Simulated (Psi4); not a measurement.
Level of theory: Psi4 with SAPT0/jun-cc-pVDZ, frozen core.

Psi4 input:

```
molecule {
0 1
F 1.14151400 -0.46133356 0.46259847
B -0.00014009 0.00009831 0.00005284
F -0.91566651 -0.83484043 -0.44171336
F -0.22570740 1.29607568 -0.02093795
--
0 1
Br 0.35121547 -3.88042934 1.04863997
Br 1.15062768 -3.69565541 -1.11688511
units angstrom
symmetry c1
no_reorient
no_com
}
set basis jun-cc-pvdz
set scf_type df
set freeze_core true
energy('sapt0')
```

Part of the output:

```
    SAPT Results
  --------------------------------------------------------------------------------------------------------
    Electrostatics                 -1.05886957 [mEh]      -0.66445068 [kcal/mol]      -2.78006167 [kJ/mol]
      Elst10,r                     -1.05886957 [mEh]      -0.66445068 [kcal/mol]      -2.78006167 [kJ/mol]

    Exchange                        3.17586539 [mEh]       1.99288562 [kcal/mol]       8.33823343 [kJ/mol]
      Exch10                        3.17586539 [mEh]       1.99288562 [kcal/mol]       8.33823343 [kJ/mol]
      Exch10(S^2)                   3.17173397 [mEh]       1.99029311 [kcal/mol]       8.32738638 [kJ/mol]

    Induction                      -0.10798717 [mEh]      -0.06776297 [kcal/mol]      -0.28352028 [kJ/mol]
      Ind20,r                      -1.16948296 [mEh]      -0.73386164 [kcal/mol]      -3.07047709 [kJ/mol]
      Exch-Ind20,r                  1.17089737 [mEh]       0.73474919 [kcal/mol]       3.07419062 [kJ/mol]
      delta HF,r (2)               -0.10940158 [mEh]      -0.06865053 [kcal/mol]      -0.28723382 [kJ/mol]

    Dispersion                     -1.76890526 [mEh]      -1.11000481 [kcal/mol]      -4.64426012 [kJ/mol]
      Disp20                       -1.96172126 [mEh]      -1.23099868 [kcal/mol]      -5.15049846 [kJ/mol]
      Exch-Disp20                   0.19281600 [mEh]       0.12099387 [kcal/mol]       0.50623834 [kJ/mol]
      Disp20 (SS)                  -0.98086063 [mEh]      -0.61549934 [kcal/mol]      -2.57524923 [kJ/mol]
      Disp20 (OS)                  -0.98086063 [mEh]      -0.61549934 [kcal/mol]      -2.57524923 [kJ/mol]
      Exch-Disp20 (SS)              0.10502073 [mEh]       0.06590150 [kcal/mol]       0.27573188 [kJ/mol]
      Exch-Disp20 (OS)              0.08779527 [mEh]       0.05509237 [kcal/mol]       0.23050646 [kJ/mol]

  Total HF                          2.00900865 [mEh]       1.26067196 [kcal/mol]       5.27465149 [kJ/mol]
  Total SAPT0                       0.24010339 [mEh]       0.15066715 [kcal/mol]       0.63039137 [kJ/mol]
```
